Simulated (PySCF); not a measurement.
**Assignment exercise: C7H13NSi**

Atoms are numbered as in `[CH2:1]=[C:2]1[CH2:3][CH2:4]/[C:5]1=[CH:6]/[CH2:7][SiH2:8][NH2:9]`. Each H is labelled by its parent atom. Ha(C1) is cis to C3; Hb(C1) is trans to C3.

PySCF 2.14.0 with density-fitted response routines calculation with geometry: PBE0-D3(BJ)/def2-SVP and NMR shieldings at PBE0/pcSseg-1/GIAO; averaged over atoms made equivalent by symmetry, fast rotation or ring inversion, non-relativistic, one conformer, no solvent.

δ = σ(ref) − σ, references computed at the same level: ¹³C (σref 184.41), ¹H (σref 31.27) against TMS.

**Question.** Assign these signals to the numbered atoms. ¹³C{¹H} NMR (computed): δ 155.9, 145.1, 129.8, 115.7, 29.4, 29.0, 20.1.

**Answer.** 
| δ (ppm) | atoms | environment | reason |
| --- | --- | --- | --- |
| 155.9 | C2 | fully substituted alkene carbon | the olefinic region |
| 145.1 | C5 | fully substituted alkene carbon | – |
| 129.8 | C6 | alkene CH | an sp2 carbon of a C=C bond |
| 115.7 | C1 | terminal =CH2 carbon | as expected for a trigonal carbon in a double bond |
| 29.4 | C3 | allylic sp3 CH2 | a saturated carbon with 2 carbon neighbours and no heteroatom attached |
| 29.0 | C4 | allylic sp3 CH2 | – |
| 20.1 | C7 | allylic sp3 CH2 bonded to Si | – |

C3 and C4 lie closer than the usual error of such a calculation, so a measured spectrum could show them in the other order.

**Question.** Assign these signals to the numbered atoms. ¹H NMR (300 MHz, computed): δ 6.19 (br s, 1H), 5.65 (t, 1H), 5.22 (br s, 1H), 4.79 (t, 2H), 2.54 (m, 2H), 2.53 (m, 2H), 1.94 (m, 2H), 0.13 (br s, 2H).

**Answer.** 
6.19 → Hb(C1), hydrogen on a terminal =CH2 carbon: attached to an sp2 carbon and in the plane of the double bond
5.65 → H(C6), hydrogen on an alkene CH: attached to an sp2 carbon and in the plane of the double bond
5.22 → Ha(C1), hydrogen on a terminal =CH2 carbon: attached to an sp2 carbon and in the plane of the double bond
4.79 → H(Si8), hydrogen on a silicon bonded to C, N
2.54 → H(C4), hydrogen on an allylic sp3 CH2: allylic position
2.53 → H(C3), hydrogen on an allylic sp3 CH2
1.94 → H(C7), hydrogen on an allylic sp3 CH2 bonded to Si: allylic position
0.13 → H(N9), hydrogen on a nitrogen bonded to Si: exchangeable; this is the value without hydrogen bonding to other molecules

H(C4) and H(C3) lie closer than the usual error of such a calculation, so a measured spectrum could show them in the other order.

OH and NH positions are those of a molecule without intermolecular hydrogen bonds; in solution they move with solvent, concentration and temperature, and exchange usually removes their couplings. Shifts are as computed. Against solution values, carbons near 30 ppm lie about +2 ppm off and those near 130 ppm about +5 ppm. Of 1309 compounds with measured shifts, 239 miss one by over three times the rms of a fit or turn the order of signals round; such compounds aren't used in these exercises. No couplings were computed; multiplicities are counted from neighbouring protons, with m where these are inequivalent, close in shift, in a saturated or five-membered ring or joined by F or P, and br s for small geminal =CH2 splittings.
